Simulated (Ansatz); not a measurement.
The same group exchange along the group O, S, Se.

Computed with Ansatz on PBE0-D4/def2-TZVP structures; ΔE is electronic, products minus reactants. CCSD(T)/CBS adds triple-zeta CCSD(T) − MP2 to the extrapolated MP2 energy (def2 sets, frozen cores). This one scheme is used for every species. DFT in def2-TZVPP. For Ge, Se outer-core shells are correlated without core-valence functions, which leaves a few kJ/mol of doubt a bond. Scalar relativity is left out up to krypton. Each species was taken in one conformer, which may not be the lowest.

```
                                                       reaction  r2SCAN-D4 (eV)  CCSD/CBS(def2) (eV)  CCSD(T)/CBS(def2) (eV)
       `C#CCO` + `Cl[CH2][GeH3]` → `C#[C][GeH2][CH2]Cl` + CH₃OH           -0.32                -0.41                   -0.41
       `C#CCS` + `Cl[CH2][GeH3]` → `C#[C][GeH2][CH2]Cl` + CH₃SH           -0.45                -0.50                   -0.51
`C#CC[SeH]` + `Cl[CH2][GeH3]` → `C#[C][GeH2][CH2]Cl` + `C[SeH]`           -0.41                -0.48                   -0.48
```

Largest T1 diagnostic: 0.012, for `C#CCO`.
